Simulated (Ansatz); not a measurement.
Diatomic TiS, multiplicity 3 (the spin of the measured ground state). No spin–orbit coupling. Ti is treated without relativity. The T1 diagnostic near the minimum is 0.066, so single-reference values are doubtful.

D_e counts from the fitted minimum to each atom's lowest state at the same level, without counterpoise. The lowest state of Ti differs between levels (2S+1 = 3, 5).

Programs: Ansatz (Gaussian orbitals). Values without a source in brackets are computed.

PBE/def2-TZVPP gives 128.27 kcal/mol for the bond energy D_e.

### Question
Where do these levels fall relative to PBE: r2SCAN/def2-TZVPP, B3LYP/def2-TZVPP, wB97M-V/def2-TZVPP.

### Answer
r2SCAN/def2-TZVPP -9.99; B3LYP/def2-TZVPP -18.23; wB97M-V/def2-TZVPP -25.05 kcal/mol. 0 of 3 lie above PBE; the widest gap is to wB97M-V/def2-TZVPP.

Ansatz is a quantum-chemistry and plane-wave program.
